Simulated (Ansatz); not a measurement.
Born–Oppenheimer molecular dynamics of a periodic cell of 17 atoms, V (host V, host structure bcc, interstitial V). It goes on from the last frame of an earlier run, with new velocities.

Method: Ansatz 0.2.0, DFT PBE, scalar-relativistic, plane waves, PAW. Settings: accuracy low, cutoff 420 eV, k mesh 2x2x2, fermi-dirac smearing 0.15 eV, no spin polarisation.

* ensemble: NVT, Nosé–Hoover chain
* time step: 3 fs
* steps asked: 180
* set temperature: 1260 K
* thermostat: time constant 50 fs, chain length 1
* seed: 59717

First frame:

```xyz
17
Lattice="6.0400 0.0000 0.0000 0.0000 6.0400 0.0000 0.0000 0.0000 6.0400" Properties=species:S:1:pos:R:3
V -0.022 0.312 -0.208
V 2.797 -0.270 0.225
V 0.405 3.415 -0.042
V -0.040 0.311 2.822
V 1.652 1.632 1.275
V 3.189 3.144 -0.036
V 2.769 -0.308 2.455
V 4.640 1.622 1.426
V -0.027 2.926 3.113
V 1.310 4.350 1.541
V 1.527 1.747 4.289
V 3.281 3.060 2.869
V 4.733 4.612 1.367
V 3.223 0.659 4.390
V 1.779 4.810 4.379
V 4.584 4.588 4.483
V 4.997 1.909 4.920
```

Question: What does the run give?

Answer: The run went to its last step.

- steps done: 180
- time covered: 540 fs
- mean temperature over the second half: 1281 K
- spread of the potential energy over the second half: 37.5 meV per atom
- mean potential energy of the second half above the start: -56.1 meV per atom

The conserved energy stayed within 0.56 meV per atom of its start (net change -0.55 meV per atom), so the integration is sound. A run of 0.54 ps of so small a system gives no equilibrium averages. Limits of this set-up: coarse k mesh, magnetic elements without spin, low accuracy level.

Question: What happens to the structure?

Answer: Mean squared displacements from the first frame to the last, about the centre of mass: V 0.17 Å². Another seed would give other details.

Question: How do temperature and energy run in time?

Answer: 
| time (fs) | T (K) | potential energy less start (eV) | conserved less start (meV/atom) |
| --- | --- | --- | --- |
| 0.0 | 1260 | 0.000 | 0.00 |
| 18.0 | 1482 | -0.472 | -0.17 |
| 36.0 | 1659 | -0.998 | -0.21 |
| 54.0 | 1526 | -1.133 | -0.21 |
| 72.0 | 1426 | -1.470 | -0.30 |
| 90.0 | 1195 | -1.579 | -0.38 |
| 108.0 | 909 | -1.404 | -0.27 |
| 126.0 | 1048 | -1.955 | -0.43 |
| 144.0 | 1104 | -2.274 | -0.55 |
| 162.0 | 829 | -1.803 | -0.41 |
| 180.0 | 818 | -1.723 | -0.43 |
| 198.0 | 1041 | -1.950 | -0.48 |
| 216.0 | 1123 | -1.733 | -0.38 |
| 234.0 | 1221 | -1.462 | -0.26 |
| 252.0 | 1527 | -1.527 | -0.37 |
| 270.0 | 1426 | -0.830 | -0.14 |
| 288.0 | 1370 | -0.377 | 0.05 |
| 306.0 | 1792 | -0.980 | -0.31 |
| 324.0 | 1472 | -0.335 | -0.06 |
| 342.0 | 1196 | 0.092 | -0.08 |
| 360.0 | 1222 | -0.075 | -0.08 |
| 378.0 | 1428 | -0.616 | -0.16 |
| 396.0 | 1460 | -0.906 | -0.24 |
| 414.0 | 1140 | -0.529 | -0.08 |
| 432.0 | 1265 | -1.004 | -0.18 |
| 450.0 | 1543 | -1.866 | -0.35 |
| 468.0 | 1348 | -1.903 | -0.37 |
| 486.0 | 944 | -1.442 | -0.31 |
| 504.0 | 777 | -1.269 | -0.34 |
| 522.0 | 939 | -1.610 | -0.35 |
| 540.0 | 1243 | -2.105 | -0.55 |

The run took 15 min on 2 threads of Arm Neoverse V2 (shared host), peak memory 0.81 GiB.
